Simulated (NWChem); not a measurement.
Species: HSe2I; SMILES [Se]([SeH])I

```xyz
4

Se     1.0201    -0.4833     0.0045
I     -0.2724     1.7257     0.0070
Se    -0.5732    -2.1409     0.0268
H     -0.7565    -2.2383    -1.4360
```
Atoms are numbered in this order, from 1.

All runs: NWChem. Coordinates come from a PBE0/def2-SVP optimisation. No frequency run checked for a minimum. def2 effective core potentials on I; no spin-orbit coupling. B3LYP is NWChem's, with the RPA form of VWN correlation. Ions are spin-unrestricted doublets at the neutral geometry; other ion states weren't tried.

For level B3LYP/def2-SVP:

| Quantity | Value |
|---|---|
| vertical ionisation energy, ΔSCF (eV) | 8.67 |
| −ε(HOMO) (eV) | 6.44 |

Estimate the same quantities for level PBE/def2-SVP.


* **vertical ionisation energy, ΔSCF (eV)**: 8.44
* **−ε(HOMO) (eV)**: 5.55
